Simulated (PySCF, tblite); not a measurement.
C₅H₉NO.
Numbering: `[CH2:1]=[CH:2][C:3](=[O:4])[N:5]([CH3:6])[CH3:7]` (hydrogens: H8, H9 on C1; H10 on C2; H11, H12, H13 on C6; H14, H15, H16 on C7)

Computed with GFN2-xTB (tblite), gas phase: Langevin dynamics at 300 K from the optimised GFN2-xTB geometry, time step 0.5 fs, friction 0.01 fs⁻¹, 2000 steps. Over the second half of the run the saved frames average 290 K.

Frame at 250 fs, instantaneous temperature 233 K:
```
atom  x, y, z in Å
C1      2.498   -0.468   -0.010
C2      1.206   -0.470   -0.311
C3      0.174    0.112    0.580
O4      0.449    0.498    1.696
N5     -1.151    0.133    0.216
C6     -1.773   -0.671   -0.889
C7     -2.014    0.452    1.366
H8      2.815   -0.149    0.916
H9      3.222   -0.867   -0.718
H10     0.790   -0.915   -1.281
H11    -1.351   -0.403   -1.869
H12    -1.624   -1.775   -0.695
H13    -2.870   -0.398   -0.877
H14    -3.002    0.660    0.940
H15    -2.062   -0.438    2.049
H16    -1.515    1.289    1.828
```

Frame at 425 fs, instantaneous temperature 266 K:
```
atom  x, y, z in Å
C1      2.020   -0.394    0.653
C2      0.737   -0.693    0.375
C3     -0.336    0.135    0.930
O4     -0.116    1.000    1.784
N5     -1.610   -0.223    0.539
C6     -1.940   -1.222   -0.485
C7     -2.811    0.261    1.313
H8      2.284    0.541    1.098
H9      2.774   -1.048    0.344
H10     0.540   -1.664   -0.119
H11    -1.294   -1.136   -1.287
H12    -1.938   -2.223   -0.036
H13    -2.955   -1.183   -0.779
H14    -3.414    0.868    0.666
H15    -3.333   -0.616    1.619
H16    -2.588    0.878    2.140
```

Frame at 625 fs, instantaneous temperature 321 K:
```
atom  x, y, z in Å
C1      2.138   -0.774    0.924
C2      0.988   -0.597    0.233
C3     -0.147    0.164    0.700
O4      0.005    1.174    1.352
N5     -1.399   -0.289    0.402
C6     -1.690   -1.460   -0.419
C7     -2.462    0.479    1.054
H8      2.144   -0.309    1.891
H9      2.964   -1.382    0.655
H10     0.862   -1.161   -0.692
H11    -2.382   -1.158   -1.282
H12    -0.857   -1.947   -0.806
H13    -2.272   -2.151    0.153
H14    -2.624    1.413    0.535
H15    -3.366   -0.144    1.142
H16    -2.103    0.748    2.071
```

Frame at 800 fs, instantaneous temperature 325 K:
```
atom  x, y, z in Å
C1      2.127   -1.153    1.063
C2      1.241   -0.433    0.403
C3      0.130    0.315    1.024
O4      0.471    1.369    1.601
N5     -1.176   -0.154    0.920
C6     -1.452   -1.607    0.734
C7     -2.257    0.637    1.466
H8      2.037   -1.482    2.133
H9      2.817   -1.651    0.430
H10     1.260   -0.453   -0.699
H11    -2.058   -1.688   -0.099
H12    -0.546   -2.100    0.472
H13    -1.923   -2.021    1.682
H14    -2.918    0.876    0.591
H15    -2.933    0.129    2.213
H16    -1.834    1.569    1.919
```

Frame at 1000 fs, instantaneous temperature 245 K:
```
atom  x, y, z in Å
C1      2.411   -0.545    1.180
C2      1.148   -0.569    0.794
C3      0.193    0.581    0.928
O4      0.533    1.737    1.081
N5     -1.098    0.199    0.883
C6     -1.651   -1.035    0.403
C7     -2.121    1.059    1.256
H8      2.847    0.328    1.665
H9      3.112   -1.425    1.163
H10     0.720   -1.501    0.440
H11    -1.512   -1.282   -0.679
H12    -1.185   -1.833    1.034
H13    -2.747   -1.114    0.629
H14    -2.974    1.064    0.530
H15    -2.511    0.747    2.247
H16    -1.745    2.064    1.465
```

Question: What do single points at PBE0/pcSseg-1 (PySCF, gas phase) give on these frames?

Answer: 
| t (fs) | GFN2-xTB E above start (eV) | DFT E above lowest frame (eV) | HOMO (eV) | LUMO (eV) | dipole (D) |
| --- | --- | --- | --- | --- | --- |
| 250 | 0.51 | 0.06 | -6.81 | -1.11 | 3.48 |
| 425 | 0.46 | 0.07 | -6.82 | -1.08 | 3.96 |
| 625 | 0.41 | 0.00 | -6.84 | -0.87 | 3.88 |
| 800 | 0.71 | 0.33 | -6.90 | -0.33 | 4.33 |
| 1000 | 0.50 | 0.10 | -6.86 | -0.95 | 3.96 |

The two levels order the frames alike by energy but for pairs within 0.08 eV at one level; measured from each level's lowest frame they differ by 0.04 eV at most. The HOMO–LUMO gap runs from 5.70 to 6.57 eV. These are instantaneous structures, not minima.

Question: And the isotropic GIAO shieldings (ppm) from the same runs?

Answer: 
```csv
atom,250 fs,425 fs,625 fs,800 fs,1000 fs,mean,range
C1,52.8,42.7,48.7,60.3,51.1,51.1,17.6
C2,52.1,48.2,48.0,40.5,54.2,48.6,13.7
C3,15.6,16.9,18.0,0.6,23.4,14.9,22.8
O4,-96.2,-67.1,-91.5,-163.9,-53.6,-94.5,110.3
N5,136.3,142.5,146.2,141.0,166.1,146.4,29.8
C6,139.1,152.6,149.5,143.5,143.0,145.5,13.5
C7,139.0,149.3,148.1,148.2,148.4,146.6,10.3
H8,25.5,24.6,25.3,25.2,25.2,25.2,0.9
H9,25.6,25.9,25.5,26.5,25.0,25.7,1.5
H10,24.4,24.5,24.8,24.7,24.8,24.6,0.4
H11,27.7,29.7,27.8,29.8,27.7,28.5,2.1
H12,27.6,28.6,29.1,28.5,27.2,28.2,1.9
H13,27.8,29.8,29.4,28.2,28.1,28.7,2.0
H14,29.3,29.5,28.8,28.3,28.7,28.9,1.2
H15,28.2,30.1,29.1,28.7,28.7,29.0,1.9
H16,26.7,28.4,27.1,26.1,27.2,27.1,2.3
```

The cost below is that of the whole dynamics run. Hardware: an Intel Xeon Platinum 8488C with one thread, no GPU, shared host. Cost: 9.3 s, 0.18 GiB resident at most.
